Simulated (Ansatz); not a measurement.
Cost and result for the atomization energy of BClH5NOSi (`N[SiH2]B(O)Cl`) (10 atoms, 9 bonds).

Cartesian coordinates in Å:
```
N 0.933 -1.198 1.272
Si 0.764 0.286 0.410
B -0.865 0.440 -0.797
O -0.960 1.400 -1.734
Cl -2.222 -0.702 -0.601
H 1.259 -2.008 0.767
H 0.209 -1.467 1.921
H 0.674 1.396 1.401
H 1.994 0.466 -0.410
H -1.787 1.387 -2.229
```

The species carries charge 0 and has multiplicity 1. Geometry: relaxed with PBE0-D4/def2-TZVP. It is one conformer, not always the lowest. Program: Ansatz. All runs use 4 threads of an Arm Neoverse N1 on a shared host. Times are those of one run each, without the atoms' runs, and a repeat can differ threefold. Electronic energies, without spin–orbit coupling; frozen cores. CCSD(T)/CBS adds CCSD(T) − MP2 in def2-TZVPP to the MP2 limit, and its time is that of the two runs behind it. T1 = 0.012. B3LYP takes the VWN-RPA correlation (the form of Gaussian; ORCA's B3LYP/G).

CCSD(T)/CBS is a level of theory with its own doubt, some kJ/mol a heavy atom from the limit and from the frozen cores, so smaller differences don't rank the functionals.

```tsv
level	functions	wall time	atomization (kJ/mol)	difference from CCSD(T)/CBS	per bond
PBE-D4/def2-TZVPP (with forces)	247	3.8 s	3621.9	62.8	7.0
PBE0-D4/def2-TZVPP	247	4.7 s	3552.9	-6.2	-0.7
B3LYP-D4/def2-TZVPP (with forces)	247	7 s	3559.8	0.7	0.1
r2SCAN-D4/def2-TZVPP (with forces)	247	7.5 s	3569.8	10.7	1.2
B2PLYP/def2-TZVPP	247	8.5 s	3519.7	-39.4	-4.4
ωB97X-V/def2-TZVPP	247	12 s	3578.5	19.4	2.2
ωB97M-V/def2-TZVPP (with forces)	247	17 s	3580.4	21.3	2.4
MP2/def2-QZVPP	461	29 s	3587.5	28.4	3.2
CCSD(T)/def2-TZVPP	247	3.4 min	3450.5	-108.6	-12.1
CCSD(T)/CBS(def2)	–	3.9 min	3559.1	0.0	0.0
```

The D4 term adds +34.9 kJ/mol with B3LYP and +18.4 kJ/mol with PBE0; it sums over pairs of atoms, weighted by their polarisabilities, and B3LYP, whose exchange is more repulsive, gets the larger term. From PBE to PBE0 (25 % exact exchange), in def2-TZVPP and without D4, the atomization energy moves by −65.8 kJ/mol: exact exchange takes away binding that semilocal exchange gives to molecules. In def2-TZVPP, CCSD(T) changes the Hartree–Fock value by +890.9 kJ/mol (the triples alone add +55.7 kJ/mol) and MP2 by +963.4 kJ/mol; breaking electron pairs costs correlation energy, which Hartree–Fock lacks.
